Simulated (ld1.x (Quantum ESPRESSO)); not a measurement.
## Pseudopotential generation for In (Z = 49): RRKJ, LDA (PZ), scalar-relativistic.

ld1.x (Quantum ESPRESSO) 7.5 input, shortened:

```
&input
   title='In', zed=49., rel=1, dft='PZ', iswitch=3,
   config='[Kr] 4d10 4f-2 5s1 5p2'
 /
 &inputp
   pseudotype=2, tm=.false., lloc=-1, rcloc=1.35,
   nlcc=.false.
 /
4
5S  1  0   1.00   0.00  1.70  1.70  0.0
5P  2  1   2.00   0.00  2.25  2.25  0.0
4D  3  2  10.00   0.00  1.60  1.60  0.0
4F  4  3  -2.00  -0.05  2.20  2.20  0.0
 &test
   configts(1)='4d10 5s1 5p2'
 /
```

Q: Is a potential produced?

A: No. ld1.x (Quantum ESPRESSO) 7.5 stopped with "compute_chi: n is too large": the Bessel-function wave could not be built (negative determinant in compute_phi), and the routine for χ then failed on it.
